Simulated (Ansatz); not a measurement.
Born–Oppenheimer molecular dynamics of F₂GeH₆OSi (11 atoms, charge 0, multiplicity 1). It starts at the highest image of a converged band. Of that band: The profile has 2 maxima (images 2, 4) with wells between them (image 3): this band takes more than one step, which may be the mechanism or a detour left from its start path. Neighbouring images differ by up to 1.3 eV, so the band resolves the path poorly. A vibrational analysis at the climbing image gives one clearly imaginary mode, 1209i cm⁻¹: a first-order saddle point.

The calculation used RKS PBE-D4/def2-SVP in Ansatz.

```yaml
ensemble: NVE (velocity Verlet)
time_step: 0.5 fs
steps_asked: 200
starting_velocities_drawn_for: 300 K
seed: 2560
```

Frames 5 fs apart, positions in Å.

Velocities at 40 fs (Å/ps):

```
Ge -3.21 -2.39 -2.65
H 46.73 66.02 50.84
H -13.96 -15.51 -21.96
F -2.41 0.85 6.22
F 9.26 -3.40 -5.23
O -7.94 1.68 4.20
Si 5.33 3.10 1.43
H 0.04 15.09 -10.97
H 24.17 -7.09 -1.01
H -7.63 -2.27 -15.11
H 30.21 50.70 64.15
```

```xyz
11
Properties=species:S:1:pos:R:3 time_fs=40 energy_less_start_eV=-1.020 T=1177
Ge -0.268 0.021 -0.111
H 0.682 2.606 3.246
H 0.893 -0.160 0.867
F -0.252 1.682 -0.539
F -0.556 -0.774 -1.684
O -1.653 -0.395 0.739
Si -3.002 -1.172 0.154
H -2.714 -2.175 -0.932
H -3.681 -1.856 1.294
H -3.888 -0.115 -0.537
H 0.107 2.146 3.304
11
Properties=species:S:1:pos:R:3 time_fs=45 energy_less_start_eV=-1.100 T=1245
Ge -0.282 0.009 -0.127
H 0.883 2.908 3.504
H 0.908 -0.282 0.747
F -0.264 1.691 -0.509
F -0.506 -0.789 -1.705
O -1.698 -0.387 0.771
Si -2.984 -1.157 0.156
H -2.690 -2.114 -0.960
H -3.581 -1.890 1.310
H -3.901 -0.174 -0.548
H 0.290 2.425 3.619
11
Properties=species:S:1:pos:R:3 time_fs=50 energy_less_start_eV=-1.122 T=1265
Ge -0.293 -0.003 -0.147
H 1.080 3.207 3.756
H 1.033 -0.459 0.604
F -0.277 1.705 -0.482
F -0.450 -0.799 -1.715
O -1.731 -0.369 0.821
Si -2.986 -1.151 0.148
H -2.608 -2.102 -0.951
H -3.541 -1.918 1.331
H -3.937 -0.231 -0.477
H 0.476 2.706 3.937
11
Properties=species:S:1:pos:R:3 time_fs=55 energy_less_start_eV=-1.138 T=1278
Ge -0.301 -0.016 -0.166
H 1.235 3.470 4.024
H 1.035 -0.580 0.375
F -0.290 1.719 -0.455
F -0.395 -0.805 -1.720
O -1.734 -0.336 0.874
Si -3.005 -1.160 0.138
H -2.495 -2.114 -0.917
H -3.560 -1.931 1.291
H -4.068 -0.197 -0.416
H 0.704 3.021 4.238
11
Properties=species:S:1:pos:R:3 time_fs=60 energy_less_start_eV=-0.935 T=1104
Ge -0.308 -0.027 -0.183
H 1.440 3.775 4.271
H 1.007 -0.635 0.196
F -0.302 1.726 -0.427
F -0.343 -0.809 -1.726
O -1.720 -0.297 0.914
Si -3.033 -1.172 0.129
H -2.410 -2.093 -0.876
H -3.640 -1.972 1.235
H -4.117 -0.218 -0.345
H 0.880 3.294 4.559
11
Properties=species:S:1:pos:R:3 time_fs=65 energy_less_start_eV=-0.771 T=963
Ge -0.315 -0.035 -0.198
H 1.619 4.057 4.527
H 1.087 -0.652 0.191
F -0.314 1.724 -0.400
F -0.301 -0.814 -1.741
O -1.706 -0.267 0.930
Si -3.058 -1.182 0.131
H -2.378 -2.048 -0.879
H -3.736 -2.041 1.182
H -4.094 -0.266 -0.327
H 1.083 3.588 4.871
11
Properties=species:S:1:pos:R:3 time_fs=70 energy_less_start_eV=-0.827 T=1011
Ge -0.319 -0.041 -0.208
H 1.778 4.321 4.801
H 1.070 -0.555 0.301
F -0.324 1.712 -0.375
F -0.269 -0.818 -1.767
O -1.706 -0.254 0.918
Si -3.074 -1.190 0.147
H -2.403 -1.998 -0.934
H -3.775 -2.090 1.113
H -4.117 -0.219 -0.417
H 1.306 3.901 5.164
11
Properties=species:S:1:pos:R:3 time_fs=75 energy_less_start_eV=-0.925 T=1095
Ge -0.320 -0.044 -0.214
H 1.980 4.624 5.040
H 0.972 -0.398 0.476
F -0.332 1.694 -0.355
F -0.244 -0.822 -1.796
O -1.725 -0.263 0.881
Si -3.080 -1.188 0.168
H -2.478 -1.947 -0.988
H -3.771 -2.129 1.092
H -4.061 -0.213 -0.483
H 1.486 4.175 5.492
11
Properties=species:S:1:pos:R:3 time_fs=80 energy_less_start_eV=-0.937 T=1105
Ge -0.320 -0.046 -0.217
H 2.145 4.893 5.309
H 0.940 -0.294 0.690
F -0.341 1.677 -0.340
F -0.226 -0.820 -1.821
O -1.761 -0.294 0.825
Si -3.079 -1.178 0.186
H -2.566 -1.930 -1.011
H -3.740 -2.144 1.144
H -3.983 -0.240 -0.466
H 1.703 4.483 5.790
11
Properties=species:S:1:pos:R:3 time_fs=85 energy_less_start_eV=-0.909 T=1082
Ge -0.318 -0.048 -0.218
H 2.311 5.163 5.583
H 0.862 -0.265 0.788
F -0.350 1.665 -0.334
F -0.211 -0.813 -1.832
O -1.796 -0.336 0.759
Si -3.077 -1.170 0.201
H -2.636 -1.981 -1.001
H -3.671 -2.088 1.219
H -4.056 -0.171 -0.418
H 1.918 4.789 6.083
11
Properties=species:S:1:pos:R:3 time_fs=90 energy_less_start_eV=-0.934 T=1104
Ge -0.314 -0.052 -0.216
H 2.503 5.458 5.819
H 0.781 -0.331 0.759
F -0.359 1.663 -0.336
F -0.200 -0.798 -1.828
O -1.804 -0.370 0.694
Si -3.090 -1.169 0.202
H -2.709 -2.070 -0.950
H -3.611 -2.000 1.331
H -4.150 -0.157 -0.282
H 2.107 5.071 6.414
11
Properties=species:S:1:pos:R:3 time_fs=95 energy_less_start_eV=-1.147 T=1286
Ge -0.310 -0.055 -0.214
H 2.661 5.720 6.106
H 0.855 -0.496 0.728
F -0.368 1.669 -0.346
F -0.191 -0.777 -1.812
O -1.774 -0.389 0.636
Si -3.129 -1.179 0.193
H -2.810 -2.164 -0.892
H -3.574 -1.915 1.451
H -4.206 -0.235 -0.108
H 2.331 5.386 6.694
```

Of the whole run (100 fs, mean temperature of the second half 1132 K): The conserved energy stayed within 0.087 meV per atom of its start (net change -0.047 meV per atom), so the integration is sound. The kinetic energy rose, since the run started high on the potential surface and went downhill. It ends in pieces (F2GeH4OSi + H2), so much of that is their flight and rotation, not heat. A run of 0.1 ps of so small a system gives no equilibrium averages. The orbitals stay closed-shell, which can raise the energy where a bond breaks towards radicals; this wasn't checked here.

The run took 3.8 min on 4 threads of Arm Neoverse V2, with other jobs on the host, peak memory 0.18 GiB.
